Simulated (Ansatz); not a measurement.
Wavefunction ladder for C2HF3Ge (`C#[C][Ge]([F])([F])[F]`)

```json
{"atom": "C1", "x (Å)": "1.816", "y (Å)": "-0.414", "z (Å)": "0.841"}
{"atom": "C2", "x (Å)": "0.748", "y (Å)": "-0.170", "z (Å)": "0.346"}
{"atom": "Ge3", "x (Å)": "-0.905", "y (Å)": "0.206", "z (Å)": "-0.419"}
{"atom": "F4", "x (Å)": "-1.944", "y (Å)": "1.011", "z (Å)": "0.664"}
{"atom": "F5", "x (Å)": "-1.716", "y (Å)": "-1.205", "z (Å)": "-0.919"}
{"atom": "F6", "x (Å)": "-0.764", "y (Å)": "1.202", "z (Å)": "-1.793"}
{"atom": "H7", "x (Å)": "2.764", "y (Å)": "-0.630", "z (Å)": "1.279"}
```

Total charge 0; spin multiplicity 1. Correlated methods include outer-core shells of Ge, which these sets cover unevenly. Scalar relativity is left out up to krypton. The geometry is a stationary point of PBE0-D4/def2-TZVP. Frozen core, restricted reference, Ansatz 0.2.0.

| basis | HF (Eh) | MP2 corr. |
| --- | --- | --- |
| def2-SVP | -2449.49055 | -1.02198 |
| def2-TZVPP | -2450.23820 | -1.28383 |
| def2-QZVPP | -2450.29812 | -1.63695 |

Task: Estimate the CCSD correlation energy and the (T) correction in each basis where they were run (hartree).

Result: 
```json
{"basis": "def2-SVP", "CCSD corr.": "-1.02665", "(T)": "-0.02670"}
{"basis": "def2-TZVPP", "CCSD corr.": "-1.28205", "(T)": "-0.04765"}
```
